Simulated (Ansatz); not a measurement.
```xyz
11

S     1.796    0.148   -1.331
C     0.133   -0.376   -0.864
O    -0.799    0.691   -0.654
C    -0.787    0.888    0.779
Si    0.023   -0.808    0.985
H     1.494    0.604   -2.560
H    -0.260   -1.058   -1.616
H    -1.803    1.050    1.141
H    -0.165    1.746    1.053
H    -0.908   -1.923    1.300
H     1.277   -0.961    1.766
```

The species carries charge 0 and has multiplicity 1.

Question: List the r2SCAN/def2-TZVPP orbital energies in eV (Ansatz). (Best estimate.)

Answer: Computed: Occupied: -2409.09, -1791.30, -516.26, -275.04, -274.21, -213.50, -157.60, -157.50, -157.35, -141.77, -96.65, -96.62, -96.61, -27.56, -20.02, -17.73, -16.14, -13.41, -12.39, -11.86, -11.40, -10.61, -9.20, -8.93, -7.81, -7.30, -6.37, -6.10. Lowest empty: -0.86, -0.06, 0.42, 0.49, 1.44, 1.74, 2.15, 2.53.
